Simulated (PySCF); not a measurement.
## ORD: `InChI=1S/C6H7F3/c1-3-4-5(2)6(7,8)9/h3H,1-2H3`

Cartesian coordinates in Å; atom numbers follow the order of the lines, from 1:
```xyz
16

C     2.7308    0.2455   -0.2296
C     1.6517    0.2681    0.8097
C     0.3796    0.0656    0.5834
C    -0.8971   -0.1367    0.3532
C    -1.5822   -1.4722    0.4085
C    -1.7756    1.0355    0.0097
F    -1.1123    2.1863   -0.0415
F    -2.7607    1.1751    0.9098
F    -2.3677    0.8546   -1.1799
H     2.3269    0.0213   -1.2259
H     3.4943   -0.5095    0.0174
H     3.2429    1.2202   -0.2732
H     1.9516    0.4839    1.8445
H    -0.8712   -2.2629    0.6772
H    -2.0321   -1.7159   -0.5666
H    -2.3940   -1.4568    1.1523
```

Computed, not measured: TDDFT CAM-B3LYP/aug-cc-pVDZ circular dichroism and optical rotation, one conformer, gas phase (PySCF). Geometry: PBE0-D3(BJ)/def2-SVP.

No stereocentre is labelled: unless the shape is locked (an allene, a helicene, a hindered biaryl), the mirror image is equally populated and a measured rotation or CD is zero.

Problem. What is the specific rotation at 633, 589.3, 546, 436, 405, 365, 355 nm?

Solution. [α] in deg dm⁻¹ (g/mL)⁻¹:
| λ (nm) | origin-invariant length gauge | modified velocity gauge | length gauge (centre of mass) | isotropic polarisability (au) |
| --- | --- | --- | --- | --- |
| 633 | +3.8 | +4.0 | +4.6 | 83.4 |
| 589.3 | +4.6 | +4.8 | +5.5 | 83.8 |
| 546 | +5.6 | +5.8 | +6.7 | 84.3 |
| 436 | +10.4 | +10.6 | +12.4 | 86.3 |
| 405 | +12.9 | +13.1 | +15.3 | 87.3 |
| 365 | +17.5 | +17.7 | +20.9 | 89.0 |
| 355 | +19.0 | +19.1 | +22.7 | 89.5 |

Problem. And for the mirror image at 589.3 nm?

Solution. -4.6 deg dm⁻¹ (g/mL)⁻¹ (origin-invariant length gauge): the same size and the opposite sign.

Problem. What is the molar rotation [Φ] = [α]·M/100 of the geometry above at 589.3 nm?

Solution. With M = 136.12 g/mol, +6.2 deg cm² dmol⁻¹ (origin-invariant length gauge).

The first excitation lies at 5.72 eV (217 nm) with R = -0.7 × 10⁻⁴⁰ esu² cm² (velocity form).
